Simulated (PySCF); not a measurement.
methyl ethyl ether (C$_{3}$H$_{8}$O), singlet, at a GFN2-xTB geometry. Base run: PBE/6-31G* (PySCF).

The PySCF input:
```python
from pyscf import gto, scf, dft, solvent

mol = gto.M(
    atom='''
O     0.022172   -0.706372   -0.008918
C    -0.001910    0.703791    0.009063
C     1.319408   -1.235776   -0.004276
C    -1.449207    1.167504    0.002248
H     0.515371    1.075025    0.908962
H     0.531117    1.097999   -0.871671
H     1.215575   -2.318745   -0.019167
H     1.887160   -0.910900   -0.886220
H     1.871403   -0.933890    0.895656
H    -1.949854    0.799068   -0.888595
H    -1.965443    0.776323    0.874298
H    -1.492447    2.252984    0.015870
''',
    basis='6-31g*',
    charge=0,
    spin=0,
    verbose=4,
)

mf = dft.RKS(mol)
mf.xc = 'pbe'
mf.kernel()
```

The base run was repeated with changes; each row names its change, and settings that it needs were set with it.

| change | ΔE vs base (kcal/mol) | dipole (D) | HOMO-LUMO gap (eV) |
|---|---|---|---|
| base | 0.000 | 1.01 | 7.26 |
| model = IEF-PCM; solvent = methanol | -2.12 | 1.34 | 7.42 |
| model = IEF-PCM; solvent = tetrahydrofuran; lebedev_order = 11 | -1.69 | 1.27 | 7.39 |
| model = IEF-PCM; solvent = tetrahydrofuran; lebedev_order = 41 | -1.76 | 1.28 | 7.39 |
| model = IEF-PCM; solvent = acetonitrile | -2.13 | 1.35 | 7.42 |
| model = C-PCM; solvent = tetrahydrofuran | -1.90 | 1.31 | 7.41 |
| model = IEF-PCM; solvent = tetrahydrofuran; r_probe = 0.5 | [?] | [?] | [?] |
| model = ddCOSMO; solvent = tetrahydrofuran | [?] | [?] | [?] |
| model = IEF-PCM; solvent = tetrahydrofuran | -1.75 | 1.28 | 7.39 |
| model = IEF-PCM; solvent = tetrahydrofuran; vdw_scale = 1.4 | [?] | [?] | [?] |
| model = IEF-PCM; solvent = 2-propanol | -2.04 | 1.33 | 7.42 |
| model = SS(V)PE; solvent = tetrahydrofuran | -1.73 | 1.27 | 7.39 |

**Question.** What belongs in the gaps?

**Answer.** 
- model = IEF-PCM; solvent = tetrahydrofuran; r_probe = 0.5, ΔE vs base (kcal/mol): -0.591
- model = IEF-PCM; solvent = tetrahydrofuran; r_probe = 0.5, dipole (D): 1.15
- model = IEF-PCM; solvent = tetrahydrofuran; r_probe = 0.5, HOMO-LUMO gap (eV): 7.31
- model = ddCOSMO; solvent = tetrahydrofuran, ΔE vs base (kcal/mol): -1.26
- model = ddCOSMO; solvent = tetrahydrofuran, dipole (D): 1.26
- model = ddCOSMO; solvent = tetrahydrofuran, HOMO-LUMO gap (eV): 7.37
- model = IEF-PCM; solvent = tetrahydrofuran; vdw_scale = 1.4, ΔE vs base (kcal/mol): -0.90
- model = IEF-PCM; solvent = tetrahydrofuran; vdw_scale = 1.4, dipole (D): 1.19
- model = IEF-PCM; solvent = tetrahydrofuran; vdw_scale = 1.4, HOMO-LUMO gap (eV): 7.33

The base is the gas phase, so ΔE is the electrostatic part of solvation at a fixed geometry, without cavity and dispersion terms.
